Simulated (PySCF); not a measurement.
CH10FNSi3, SMILES C[Si@H](N[SiH3])[SiH2]F.

Geometry optimised at B3LYP-D3(BJ)/def2-SVP. The structure was generated by enumeration; whether it is a known compound was not checked. One conformer was computed; it need not be the lowest.

The numbers are results of TDA-PBE/def2-SVPD (PySCF 2.14.0), not measurements.

Vertical excitations. 

| state | energy (eV) | λ (nm) | f | main pairs |
|---|---|---|---|---|
| S1 | 4.58 | 271 | 0.013 | HOMO→LUMO 99 % |
| S2 | 5.25 | 236 | 0.022 | HOMO→LUMO+1 97 % |
| S3 | 5.65 | 220 | 0.009 | HOMO−1→LUMO 97 % |
| S4 | 5.98 | 207 | 0.007 | HOMO→LUMO+2 98 % |
| S5 | 6.15 | 201 | 0.009 | HOMO→LUMO+3 84 %, HOMO−1→LUMO+1 13 % |
| S6 | 6.30 | 197 | 0.011 | HOMO−1→LUMO+1 77 %, HOMO→LUMO+3 14 % |
| T1 | 4.31 | 288 | 0 | HOMO→LUMO 98 % |
| T2 | 4.94 | 251 | 0 | HOMO→LUMO+1 98 % |
Triplets are in the Tamm–Dancoff approximation.
